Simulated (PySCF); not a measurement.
Potential energy curve for NaBr, singlet.

Computed with: UHF/aug-cc-pVDZ (PySCF); RHF/aug-cc-pVDZ (PySCF); UKS-BLYP = unrestricted BLYP/aug-cc-pVDZ (PySCF 2.14.0); RKS-BLYP = restricted BLYP/aug-cc-pVDZ run with PySCF; UKS-PBE = PySCF with unrestricted PBE/aug-cc-pVDZ; RKS-PBE = restricted PBE/aug-cc-pVDZ (PySCF 2.14.0); UKS-BHandHLYP = unrestricted BHandHLYP/aug-cc-pVDZ (PySCF); RKS-BHandHLYP = PySCF with restricted BHandHLYP/aug-cc-pVDZ; UKS-B3LYP/6-31G* = unrestricted B3LYP/6-31G*, spherical d (PySCF); RKS-B3LYP/6-31G* = restricted B3LYP/6-31G*, spherical d in PySCF; UKS-BP86/6-31G* = PySCF 2.14.0 with unrestricted BP86/6-31G*, spherical d; RKS-BP86/6-31G* = restricted BP86/6-31G*, spherical d run with PySCF.

Scanned distances (Å): 2.00, 2.14, 2.23, 2.36, 2.44, 2.51, 2.60, 2.66, 2.76, 2.89, 3.07, 3.35, 3.74, 4.10, 4.55, 5.00, 5.47, 6.08, 6.81, 7.57.

Question: Where does the unrestricted solution first break spin symmetry (<S²> of 0.01 or more)?

Answer: UHF: between 5.47 and 6.08 Å; UKS-BLYP: at none of the points with a result; UKS-PBE: between 4.10 and 4.55 Å; UKS-BHandHLYP: between 5.00 and 5.47 Å; UKS-B3LYP/6-31G*: between 4.10 and 4.55 Å; UKS-BP86/6-31G*: between 4.10 and 4.55 Å.

| R / Å | <S²> UHF | E(RHF) − E(UHF) / kJ/mol | <S²> UKS-BLYP | E(RKS-BLYP) − E(UKS-BLYP) / kJ/mol | <S²> UKS-PBE | E(RKS-PBE) − E(UKS-PBE) / kJ/mol | <S²> UKS-BHandHLYP | E(RKS-BHandHLYP) − E(UKS-BHandHLYP) / kJ/mol | <S²> UKS-B3LYP/6-31G* | E(RKS-B3LYP/6-31G*) − E(UKS-B3LYP/6-31G*) / kJ/mol | <S²> UKS-BP86/6-31G* | E(RKS-BP86/6-31G*) − E(UKS-BP86/6-31G*) / kJ/mol |
|---|---|---|---|---|---|---|---|---|---|---|---|---|
| 2.00 | 0.00 | 0.0 | 0.00 | 0.0 | 0.00 | 0.0 | 0.00 | 0.0 | 0.00 | 0.0 | 0.00 | 0.0 |
| 2.14 | 0.00 | 0.0 | 0.00 | 0.0 | 0.00 | 0.0 | 0.00 | 0.0 | 0.00 | 0.0 | 0.00 | 0.0 |
| 2.23 | 0.00 | 0.0 | 0.00 | 0.0 | 0.00 | 0.0 | 0.00 | 0.0 | 0.00 | 0.0 | 0.00 | 0.0 |
| 2.36 | 0.00 | 0.0 | 0.00 | 0.0 | 0.00 | 0.0 | 0.00 | 0.0 | 0.00 | 0.0 | 0.00 | 0.0 |
| 2.44 | 0.00 | 0.0 | 0.00 | 0.0 | 0.00 | 0.0 | 0.00 | 0.0 | 0.00 | 0.0 | 0.00 | 0.0 |
| 2.51 | 0.00 | 0.0 | 0.00 | 0.0 | 0.00 | 0.0 | 0.00 | 0.0 | 0.00 | 0.0 | 0.00 | 0.0 |
| 2.60 | 0.00 | 0.0 | 0.00 | 0.0 | 0.00 | 0.0 | 0.00 | 0.0 | 0.00 | 0.0 | 0.00 | 0.0 |
| 2.66 | 0.00 | 0.0 | 0.00 | 0.0 | 0.00 | 0.0 | 0.00 | 0.0 | 0.00 | 0.0 | 0.00 | 0.0 |
| 2.76 | 0.00 | 0.0 | 0.00 | 0.0 | 0.00 | 0.0 | 0.00 | 0.0 | 0.00 | 0.0 | 0.00 | 0.0 |
| 2.89 | 0.00 | 0.0 | 0.00 | 0.0 | 0.00 | 0.0 | 0.00 | 0.0 | 0.00 | 0.0 | 0.00 | 0.0 |
| 3.07 | 0.00 | 0.0 | 0.00 | 0.0 | 0.00 | 0.0 | 0.00 | 0.0 | 0.00 | 0.0 | 0.00 | 0.0 |
| 3.35 | 0.00 | 0.0 | 0.00 | 0.0 | 0.00 | 0.0 | 0.00 | 0.0 | 0.00 | 0.0 | 0.00 | 0.0 |
| 3.74 | 0.00 | 0.0 | 0.00 | 0.0 | 0.00 | 0.0 | 0.00 | 0.0 | 0.00 | 0.0 | 0.00 | 0.0 |
| 4.10 | 0.00 | 0.0 | 0.00 | 0.0 | 0.00 | 0.0 | 0.00 | 0.0 | 0.00 | 0.0 | 0.00 | 0.0 |
| 4.55 | 0.00 | 0.0 | 0.00 | 0.0 | 0.06 | 0.1 | 0.00 | 0.0 | 0.08 | 0.2 | 0.08 | 0.4 |
| 5.00 | 0.00 | 0.0 | 0.19 | — | 0.22 | — | 0.00 | 0.0 | 0.26 | 3.4 | 0.24 | 2.9 |
| 5.47 | 0.00 | 0.0 | 0.32 | — | 0.32 | — | 0.18 | 1.6 | 0.36 | 7.9 | 0.34 | 6.0 |
| 6.08 | 0.99 | 5.9 | 0.40 | — | 0.40 | — | 0.33 | 6.8 | 0.44 | 13.3 | 0.43 | 9.7 |
| 6.81 | 1.00 | 31.3 | 0.47 | — | 0.46 | — | 0.43 | 13.6 | 0.50 | 18.4 | 0.48 | — |
| 7.57 | 1.01 | 52.4 | 0.50 | — | 0.49 | — | 0.50 | 20.1 | 0.54 | 22.4 | 0.52 | — |

A dash means that the run gave no value there, or that the column was ended at a point which the program doubted or which failed a test of continuity chosen for this set; such a test can also cut sound points.
